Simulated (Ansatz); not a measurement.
System: GaF₃ (charge +1, doublet). 
Coordinates optimised at B3LYP-D3(BJ)/def2-TZVP (Ansatz, a first-principles code):
```xyz
4

Ga    -0.1724    -0.1014     0.0028
F     -1.6189    -0.9525     0.0264
F      0.6319     1.4443    -0.4841
F      1.5807    -0.1425     0.4480
```
Charge +1, spin multiplicity 2.

Q: Give the harmonic wavenumbers at B3LYP-D3(BJ)/def2-TZVP (Ansatz, finite differences of forces, unscaled).

A: 105, 152, 284, 408, 617, 838 cm⁻¹. Zero-point energy 3.4 kcal/mol.

Q: From these and the geometry, give the ideal-gas thermochemistry at 298.15 K and 1 atm (rigid rotor, harmonic oscillator).

A: Point group C2v, rotational symmetry number 2. Rotational constants 12.41, 3.816, 2.918 GHz. S(trans) 40.42, S(rot) 23.88, S(vib) 9.05, S(elec, spin only) 1.38, S 74.7 cal/(mol K). H(298) - H(0) 3.83 kcal/mol; G - E(el) -15.0 kcal/mol.
